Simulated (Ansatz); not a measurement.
These are B3LYP-D3(BJ)/def2-TZVP (Ansatz, a program for electronic structure) values and carry that method's errors. No frequencies were computed at this level.

Ansatz 0.2 input:
```yaml
crystal:
  periodic: [false, false, false]
  atoms:
    - { symbol: N, position_ang: [2.796014, -0.373241, 0.51222] }
    - { symbol: C, position_ang: [1.759804, -0.067632, -0.070468] }
    - { symbol: Si, position_ang: [0.24559, 0.86193, -0.089834] }
    - { symbol: Si, position_ang: [-1.792448, -0.139601, 0.130943] }
    - { symbol: H, position_ang: [3.426359, -1.063807, 0.112527] }
    - { symbol: H, position_ang: [0.411308, 1.819001, -1.189141] }
    - { symbol: H, position_ang: [-2.050263, -0.438069, 1.54318] }
    - { symbol: H, position_ang: [-1.963639, -1.386051, -0.620424] }
    - { symbol: H, position_ang: [-2.832725, 0.78747, -0.329002] }
basis:
  gaussian: { orbitals: def2-tzvp }
hamiltonian:
  xc: b3lyp
  dispersion: d3bj
relax:
  max_steps: 150
```

Output:

```
[...]
these checks for a lower state are left out or cut short: starts, cluster_reference, orbital_swaps, neighbouring_geometries, increment
1077 factors; their error is unknown
mean field -18364.22063210 eV, -674.8726605139 hartree, gradient 1.7e-5 eV, S^2 0.000000; 0 other end points of the search recorded, 0 dependent functions left out
reference -18364.22090972 eV, -674.8726707161 hartree; 23, 23 occupied and 143, 143 virtual orbitals, 1077 factors
relax step   5: F+E_penalty+E_count = -18364.60261083 eV  Δ(F+E_penalty+E_count) = -1.200e-1 eV  max|allowed force component| = 2.594e-1 eV/Å  Δτ_max = 0.1997 Å  (39 SCF iters, accepted)
these checks for a lower state are left out or cut short: starts, cluster_reference, orbital_swaps, neighbouring_geometries, increment
1077 factors; their error is unknown
mean field -18364.21433135 eV, -674.8724289654 hartree, gradient 2.1e-5 eV, S^2 0.000000; 0 other end points of the search recorded, 0 dependent functions left out
reference -18364.21460757 eV, -674.8724391166 hartree; 23, 23 occupied and 143, 143 virtual orbitals, 1077 factors
relax step   6: F+E_penalty+E_count = -18364.60540308 eV  Δ(F+E_penalty+E_count) = -2.792e-3 eV  max|allowed force component| = 6.505e-1 eV/Å  Δτ_max = 0.2000 Å  (33 SCF iters, accepted)
these checks for a lower state are left out or cut short: starts, cluster_reference, orbital_swaps, neighbouring_geometries, increment
1077 factors; their error is unknown
mean field evaluation 64: about -18364.2109 eV, gradient 1.9e-5 eV
mean field -18364.21085834 eV, -674.8723013347 hartree, gradient 1.9e-5 eV, S^2 0.000000; 0 other end points of the search recorded, 0 dependent functions left out
reference -18364.21113224 eV, -674.8723114005 hartree; 23, 23 occupied and 143, 143 virtual orbitals, 1077 factors
relax step   7: F+E_penalty+E_count = -18364.60367388 eV  Δ(F+E_penalty+E_count) = +1.729e-3 eV  max|allowed force component| = 9.266e-1 eV/Å  Δτ_max = 0.1774 Å  (38 SCF iters, rejected (line search))
these checks for a lower state are left out or cut short: starts, cluster_reference, orbital_swaps, neighbouring_geometries, increment
1077 factors; their error is unknown
mean field -18364.23753642 eV, -674.8732817361 hartree, gradient 2.6e-5 eV, S^2 0.000000; 0 other end points of the search recorded, 0 dependent functions left out
reference -18364.23781165 eV, -674.8732918507 hartree; 23, 23 occupied and 143, 143 virtual orbitals, 1077 factors
relax step   8: F+E_penalty+E_count = -18364.63071716 eV  Δ(F+E_penalty+E_count) = -2.531e-2 eV  max|allowed force component| = 5.030e-1 eV/Å  Δτ_max = 0.0886 Å  (34 SCF iters, accepted)
these checks for a lower state are left out or cut short: starts, cluster_reference, orbital_swaps, neighbouring_geometries, increment
1077 factors; their error is unknown
mean field -18364.25336480 eV, -674.8738634184 hartree, gradient 1.5e-5 eV, S^2 0.000000; 0 other end points of the search recorded, 0 dependent functions left out
reference -18364.25364066 eV, -674.8738735560 hartree; 23, 23 occupied and 143, 143 virtual orbitals, 1077 factors
relax step   9: F+E_penalty+E_count = -18364.64613573 eV  Δ(F+E_penalty+E_count) = -1.542e-2 eV  max|allowed force component| = 2.282e-1 eV/Å  Δτ_max = 0.0836 Å  (34 SCF iters, accepted)
these checks for a lower state are left out or cut short: starts, cluster_reference, orbital_swaps, neighbouring_geometries, increment
1077 factors; their error is unknown
mean field -18364.25413302 eV, -674.8738916499 hartree, gradient 2.0e-5 eV, S^2 0.000000; 0 other end points of the search recorded, 0 dependent functions left out
reference -18364.25440842 eV, -674.8739017706 hartree; 23, 23 occupied and 143, 143 virtual orbitals, 1077 factors
relax step  10: F+E_penalty+E_count = -18364.64836505 eV  Δ(F+E_penalty+E_count) = -2.229e-3 eV  max|allowed force component| = 9.837e-2 eV/Å  Δτ_max = 0.0426 Å  (33 SCF iters, accepted)
these checks for a lower state are left out or cut short: starts, cluster_reference, orbital_swaps, neighbouring_geometries, increment
1077 factors; their error is unknown
mean field -18364.25447415 eV, -674.8739041863 hartree, gradient 2.0e-5 eV, S^2 0.000000; 0 other end points of the search recorded, 0 dependent functions left out
reference -18364.25474926 eV, -674.8739142964 hartree; 23, 23 occupied and 143, 143 virtual orbitals, 1077 factors
relax step  11: F+E_penalty+E_count = -18364.65002139 eV  Δ(F+E_penalty+E_count) = -1.656e-3 eV  max|allowed force component| = 5.541e-2 eV/Å  Δτ_max = 0.0443 Å  (33 SCF iters, accepted)
these checks for a lower state are left out or cut short: starts, cluster_reference, orbital_swaps, neighbouring_geometries, increment
1077 factors; their error is unknown
mean field evaluation 96: about -18364.2544 eV, gradient 5.3e-5 eV
mean field -18364.25436484 eV, -674.8739001694 hartree, gradient 1.9e-5 eV, S^2 0.000000; 0 other end points of the search recorded, 0 dependent functions left out
reference -18364.25463991 eV, -674.8739102779 hartree; 23, 23 occupied and 143, 143 virtual orbitals, 1077 factors
relax step  12: F+E_penalty+E_count = -18364.65004861 eV  Δ(F+E_penalty+E_count) = -2.722e-5 eV  max|allowed force component| = 5.327e-2 eV/Å  Δτ_max = 0.0061 Å  (35 SCF iters, accepted)
these checks for a lower state are left out or cut short: starts, cluster_reference, orbital_swaps, neighbouring_geometries, increment
1077 factors; their error is unknown
mean field -18364.25067887 eV, -674.8737647123 hartree, gradient 2.3e-5 eV, S^2 0.000000; 0 other end points of the search recorded, 0 dependent functions left out
reference -18364.25095391 eV, -674.8737748197 hartree; 23, 23 occupied and 143, 143 virtual orbitals, 1077 factors
relax step  13: F+E_penalty+E_count = -18364.64639671 eV  Δ(F+E_penalty+E_count) = +3.652e-3 eV  max|allowed force component| = 1.576e-1 eV/Å  Δτ_max = 0.0681 Å  (33 SCF iters, rejected (line search))
these checks for a lower state are left out or cut short: starts, cluster_reference, orbital_swaps, neighbouring_geometries, increment
1077 factors; their error is unknown
mean field -18364.25499700 eV, -674.8739234008 hartree, gradient 2.0e-5 eV, S^2 0.000000; 0 other end points of the search recorded, 0 dependent functions left out
reference -18364.25527230 eV, -674.8739335176 hartree; 23, 23 occupied and 143, 143 virtual orbitals, 1077 factors
relax step  14: F+E_penalty+E_count = -18364.65116129 eV  Δ(F+E_penalty+E_count) = -1.113e-3 eV  max|allowed force component| = 2.329e-2 eV/Å  Δτ_max = 0.0329 Å  (33 SCF iters, accepted)
these checks for a lower state are left out or cut short: starts, cluster_reference, orbital_swaps, neighbouring_geometries, increment
1077 factors; their error is unknown
mean field -18364.25423575 eV, -674.8738954252 hartree, gradient 2.0e-5 eV, S^2 0.000000; 0 other end points of the search recorded, 0 dependent functions left out
reference -18364.25451111 eV, -674.8739055446 hartree; 23, 23 occupied and 143, 143 virtual orbitals, 1077 factors
relax step  15: F+E_penalty+E_count = -18364.65105596 eV  Δ(F+E_penalty+E_count) = +1.053e-4 eV  max|allowed force component| = 5.550e-2 eV/Å  Δτ_max = 0.0438 Å  (33 SCF iters, rejected (line search))
these checks for a lower state are left out or cut short: starts, cluster_reference, orbital_swaps, neighbouring_geometries, increment
1077 factors; their error is unknown
mean field -18364.25494547 eV, -674.8739215069 hartree, gradient 1.9e-5 eV, S^2 0.000000; 0 other end points of the search recorded, 0 dependent functions left out
reference -18364.25522093 eV, -674.8739316297 hartree; 23, 23 occupied and 143, 143 virtual orbitals, 1077 factors
relax step  16: F+E_penalty+E_count = -18364.65148446 eV  Δ(F+E_penalty+E_count) = -3.232e-4 eV  max|allowed force component| = 3.626e-2 eV/Å  Δτ_max = 0.0218 Å  (33 SCF iters, accepted)
these checks for a lower state are left out or cut short: starts, cluster_reference, orbital_swaps, neighbouring_geometries, increment
1077 factors; their error is unknown
mean field evaluation 128: about -18364.1992 eV, gradient 8.3e-1 eV
mean field -18364.25508768 eV, -674.8739267332 hartree, gradient 2.0e-5 eV, S^2 0.000000; 0 other end points of the search recorded, 0 dependent functions left out
reference -18364.25536347 eV, -674.8739368682 hartree; 23, 23 occupied and 143, 143 virtual orbitals, 1077 factors
relax step  17: F+E_penalty+E_count = -18364.65166814 eV  Δ(F+E_penalty+E_count) = -1.837e-4 eV  max|allowed force component| = 2.101e-2 eV/Å  Δτ_max = 0.0178 Å  (34 SCF iters, accepted)
these checks for a lower state are left out or cut short: starts, cluster_reference, orbital_swaps, neighbouring_geometries, increment
1077 factors; their error is unknown
mean field -18364.25521118 eV, -674.8739312716 hartree, gradient 2.0e-5 eV, S^2 0.000000; 0 other end points of the search recorded, 0 dependent functions left out
reference -18364.25548733 eV, -674.8739414197 hartree; 23, 23 occupied and 143, 143 virtual orbitals, 1077 factors
relax step  18: F+E_penalty+E_count = -18364.65179127 eV  Δ(F+E_penalty+E_count) = -1.231e-4 eV  max|allowed force component| = 3.155e-2 eV/Å  Δτ_max = 0.0175 Å  (33 SCF iters, accepted)
these checks for a lower state are left out or cut short: starts, cluster_reference, orbital_swaps, neighbouring_geometries, increment
1077 factors; their error is unknown
mean field -18364.25547170 eV, -674.8739408454 hartree, gradient 1.9e-5 eV, S^2 0.000000; 0 other end points of the search recorded, 0 dependent functions left out
reference -18364.25574843 eV, -674.8739510151 hartree; 23, 23 occupied and 143, 143 virtual orbitals, 1077 factors
relax step  19: F+E_penalty+E_count = -18364.65193492 eV  Δ(F+E_penalty+E_count) = -1.437e-4 eV  max|allowed force component| = 4.294e-2 eV/Å  Δτ_max = 0.0292 Å  (33 SCF iters, accepted)
these checks for a lower state are left out or cut short: starts, cluster_reference, orbital_swaps, neighbouring_geometries, increment
1077 factors; their error is unknown
mean field -18364.25557269 eV, -674.8739445567 hartree, gradient 1.9e-5 eV, S^2 0.000000; 0 other end points of the search recorded, 0 dependent functions left out
reference -18364.25585000 eV, -674.8739547479 hartree; 23, 23 occupied and 143, 143 virtual orbitals, 1077 factors
relax step  20: F+E_penalty+E_count = -18364.65198471 eV  Δ(F+E_penalty+E_count) = -4.979e-5 eV  max|allowed force component| = 5.287e-2 eV/Å  Δτ_max = 0.0298 Å  (33 SCF iters, accepted)
these checks for a lower state are left out or cut short: starts, cluster_reference, orbital_swaps, neighbouring_geometries, increment
1077 factors; their error is unknown
mean field evaluation 160: about -18364.2557 eV, gradient 3.2e-3 eV
mean field -18364.25566727 eV, -674.8739480324 hartree, gradient 2.0e-5 eV, S^2 0.000000; 0 other end points of the search recorded, 0 dependent functions left out
reference -18364.25594442 eV, -674.8739582177 hartree; 23, 23 occupied and 143, 143 virtual orbitals, 1077 factors
relax step  21: F+E_penalty+E_count = -18364.65209467 eV  Δ(F+E_penalty+E_count) = -1.100e-4 eV  max|allowed force component| = 2.263e-2 eV/Å  Δτ_max = 0.0082 Å  (35 SCF iters, accepted)
these checks for a lower state are left out or cut short: starts, cluster_reference, orbital_swaps, neighbouring_geometries, increment
1077 factors; their error is unknown
mean field -18364.25568642 eV, -674.8739487362 hartree, gradient 2.0e-5 eV, S^2 0.000000; 0 other end points of the search recorded, 0 dependent functions left out
reference -18364.25596365 eV, -674.8739589244 hartree; 23, 23 occupied and 143, 143 virtual orbitals, 1077 factors
relax step  22: F+E_penalty+E_count = -18364.65208465 eV  Δ(F+E_penalty+E_count) = +1.002e-5 eV  max|allowed force component| = 2.639e-2 eV/Å  Δτ_max = 0.0038 Å  (35 SCF iters, rejected (line search))
these checks for a lower state are left out or cut short: starts, cluster_reference, orbital_swaps, neighbouring_geometries, increment
1077 factors; their error is unknown
mean field -18364.25570848 eV, -674.8739495471 hartree, gradient 9.5e-6 eV, S^2 0.000000; 0 other end points of the search recorded, 0 dependent functions left out
reference -18364.25598561 eV, -674.8739597314 hartree; 23, 23 occupied and 143, 143 virtual orbitals, 1077 factors
relax step  23: F+E_penalty+E_count = -18364.65213476 eV  Δ(F+E_penalty+E_count) = -4.010e-5 eV  max|allowed force component| = 9.376e-3 eV/Å  Δτ_max = 0.0018 Å  (27 SCF iters, accepted)
1077 factors; their error is unknown
mean field evaluation 192: about -18364.2557 eV, gradient 4.5e-4 eV
mean field -18364.25570848 eV, -674.8739495471 hartree, gradient 1.1e-5 eV, S^2 0.000000; 1 other end points of the search recorded, 0 dependent functions left out
reference -18364.25598561 eV, -674.8739597314 hartree; 23, 23 occupied and 143, 143 virtual orbitals, 1077 factors
Total energy: -18364.65241189 eV, -674.8885281286 hartree
Atom 0 at     2.449642    -0.428197     0.546367 Å, force    -0.005472     0.008185     0.000505 eV/Å
Atom 1 at     1.518064     0.194545     0.138155 Å, force     0.007647    -0.009376     0.004232 eV/Å
Atom 2 at     0.224039     1.438553    -0.125184 Å, force    -0.008523     0.001896     0.002329 eV/Å
Atom 3 at    -1.541951    -0.112213     0.112152 Å, force     0.000196     0.000293     0.001248 eV/Å
Atom 4 at     2.748471    -1.370349     0.329992 Å, force     0.001740    -0.003399    -0.003156 eV/Å
Atom 5 at     0.451945     1.592249    -1.598487 Å, force     0.001858    -0.000289    -0.004289 eV/Å
Atom 6 at    -1.416003    -0.758569     1.442925 Å, force    -0.000179     0.001198    -0.002250 eV/Å
Atom 7 at    -1.603290    -1.178734    -0.919502 Å, force     0.000257     0.002525     0.001241 eV/Å
Atom 8 at    -2.830915     0.622715     0.073583 Å, force     0.002476    -0.001033     0.000139 eV/Å
Dipole moment:     0.308059    -0.402326    -0.067001 e Å
```

Cost: around 2.5 core-minutes (rough).
